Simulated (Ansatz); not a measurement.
A run for Ansatz (a first-principles code): R-CCSD(T)/def2-SVP on H4OSiSn (SMILES [OH][Sn][SiH3]), a point of a torsion scan. Elements past Kr take the def2 small-core potentials; no spin–orbit coupling. The run froze 15 orbitals, filled d shells among them.

Ansatz 0.2 input:
```yaml
crystal:
  periodic: [false, false, false]
  atoms:
    - {symbol: O, position_ang: [2.27425948, -0.30093848, -0.64107223]}
    - {symbol: Sn, position_ang: [0.97377650, -1.07118115, 0.73495987]}
    - {symbol: Si, position_ang: [1.04424247, -3.37333252, -0.50439192]}
    - {symbol: H, position_ang: [2.59448519, 0.59702622, -0.62798056]}
    - {symbol: H, position_ang: [2.39400854, -3.90547638, -0.77373015]}
    - {symbol: H, position_ang: [0.38477909, -4.52600949, 0.15935111]}
    - {symbol: H, position_ang: [0.39812212, -3.38454885, -1.83438722]}
basis:
  gaussian:
    orbitals: def2-SVP
magnetization: {spin_polarized: false}
correlation: {method: ccsd_t, electrons: outside_noble_gas}
scf: {lower_state_search: off}
```

It printed:

```
WARN ansatz: RAYON_NUM_THREADS=1 ignored (pool sized by the plan → 1); use --threads N
Functional definition: HF
these checks for a lower state are left out or cut short: stability, starts, cluster_reference, orbital_swaps, neighbouring_geometries, increment
integrals: 0.07 GiB planned
845 factors; integrals over basis functions are off by at most 1.1e-3 eV
mean field: 0.20 GiB planned
mean field evaluation 1: about -15760.2541 eV, gradient 3.9e1 eV
mean field evaluation 2: about -15760.3026 eV, gradient 3.9e1 eV
mean field evaluation 4: about -15763.8014 eV, gradient 2.9e0 eV
mean field evaluation 8: about -15763.8689 eV, gradient 1.8e-1 eV
mean field -15763.86929546 eV, -579.3115114738 hartree, gradient 3.4e-6 eV, S^2 0.000000; 0 other end points of the search recorded, 0 dependent functions left out
15 core orbitals not correlated
reference -15763.86929546 eV, -579.3115114738 hartree; 9, 9 occupied and 54, 54 virtual orbitals, 845 factors
second order -9.84657485 eV of doubles, -0.00000000 eV of singles
coupled cluster: 0.16 GiB planned
cycle   1  -10.42182562 eV  change   -5.8e-1 eV  update   1.2e-1
cycle   2  -10.78325741 eV  change   -3.6e-1 eV  update   4.3e-2
cycle   3  -10.93682243 eV  change   -1.5e-1 eV  update   3.0e-2
cycle   4  -10.93241012 eV  change    4.4e-3 eV  update   9.4e-3
cycle   5  -10.92826702 eV  change    4.1e-3 eV  update   4.7e-3
cycle   6  -10.92902208 eV  change   -7.6e-4 eV  update   1.9e-3
cycle   7  -10.92859320 eV  change    4.3e-4 eV  update   7.7e-4
cycle   8  -10.92859875 eV  change   -5.5e-6 eV  update   2.5e-4
cycle   9  -10.92874550 eV  change   -1.5e-4 eV  update   1.1e-4
cycle  10  -10.92873211 eV  change    1.3e-5 eV  update   3.8e-5
cycle  11  -10.92872940 eV  change    2.7e-6 eV  update   1.7e-5
perturbative correction -0.29451272 eV, -0.0108231429 hartree
Total energy: -15775.09253758 eV, -579.7239580145 hartree
Checks for a lower state left out: stability, starts, cluster_reference, orbital_swaps, neighbouring_geometries, increment
```

Self-consistency was reached.

Cost: very roughly 2.9 core-seconds.
